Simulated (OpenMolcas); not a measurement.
Re4+ (d3) among equal point charges was computed by CASSCF with the d shell active (OpenMolcas, ANO-RCC-VTZP on the metal). Its lowest spin-free states, and all those of the highest spin:

| 2S+1 | Degeneracy | E (cm-1) |
| --- | --- | --- |
| 4 | 1 | 0.0 |
| 4 | 2 | 4778 |
| 4 | 1 | 6881 |
| 4 | 1 | 9331 |
| 4 | 2 | 13282 |
| 2 | 2 | 14406 |
| 2 | 1 | 15339 |
| 2 | 1 | 15612 |
| 2 | 1 | 15820 |
| 2 | 1 | 19085 |
| 2 | 2 | 19691 |
| 2 | 2 | 20187 |
| 4 | 1 | 22460 |
| 4 | 2 | 25276 |

Problem. Is the site octahedral, tetrahedral or cube-like, axial, or of lower symmetry?

Solution. The states with 2S+1 = 4 have orbital degeneracies 1, 2, 1, 1, 2, 1, 2. There are pairs but no triples, so the site is axial: not cubic, but with a proper or improper axis of order three or more. The run had Re4+ among 6 point charges of -1.7 e arranged as a tetragonal octahedron (D4h), 2.04 Å from the ion, with the axial distance 2.448 Å.

Spin-orbit coupling mixes the spin-free states strongly: the lowest level takes only 49 % from its leading state, 4B1. Without dynamic correlation the repulsion within the d shell is too large (B by tens of per cent), so at a given field states of lower spin stand too high. Point charges carry no covalency, so the field is a model and not that of real ligands. No measured value stands beside these numbers.
